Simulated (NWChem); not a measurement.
# AuNH3Cl; SMILES [NH3]->[Au][Cl]

```xyz
6

Au     0.0000     0.0000     0.1738
Cl     0.0000     0.0000    -2.0790
N      0.0000     0.0000     2.2754
H      0.5266    -0.7899     2.6512
H     -0.9474    -0.0611     2.6512
H      0.4208     0.8510     2.6512
```
Atoms are numbered in this order, from 1.

Level: PBE0/def2-SVP with def2 effective core potentials on Au (NWChem), optimised geometry, unscaled harmonic frequencies. def2 effective core potentials on Au; no spin-orbit coupling.

| frequency (cm⁻¹) | IR intensity (km/mol) |
|---|---|
| 131 | 7.5 |
| 131 | 7.5 |
| 375 | 19.2 |
| 439 | 5.0 |
| 688 | 24.9 |
| 688 | 24.9 |
| 1243 | 94.6 |
| 1629 | 23.6 |
| 1629 | 23.6 |
| 3498 | 18.9 |
| 3613 | 62.4 |
| 3613 | 62.4 |

- zero-point energy = 25.3 kcal/mol
- thermal correction to the enthalpy at 298.15 K (with zero-point energy) = 29.0 kcal/mol
- heat capacity Cv = 14.7 cal/(mol K)
- entropy at 298.15 K and 1 atm (symmetry number 3) = 72.3 cal/(mol K)

Rigid rotor and harmonic oscillator.
